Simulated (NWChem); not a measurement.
## BrSi (+1)

```xyz
2

Si     0.0000     0.0000     1.5138
Br     0.0000     0.0000    -0.6055
```
Charge +1, spin multiplicity 1.

All runs are NWChem calculations. Structure: optimised with PBE0/def2-SVP, a minimum by its harmonic frequencies.

Symmetry labels belong to the abelian group C2v used in the runs, with the axes of the coordinates shown; states degenerate in a higher group split over its labels.

The Hamiltonian is non-relativistic. B3LYP has NWChem's definition, with VWN1-RPA local correlation. The spin multiplicity of the parent species was assumed, not shown to be that of its ground state. The structure started from a generated list of species.

List the lowest 3 singlet excitations that TD-B3LYP/def2-SVPD, VWN1-RPA local correlation gives, with oscillator strengths.


| state | symmetry | energy (eV) | wavelength (nm) | f |
|---|---|---|---|---|
| 1 | a2 | 4.65 | 266 | 0.000 |
| 2 | a2 | 4.83 | 257 | 0.000 |
| 3 | a1 | 4.83 | 257 | 0.000 |
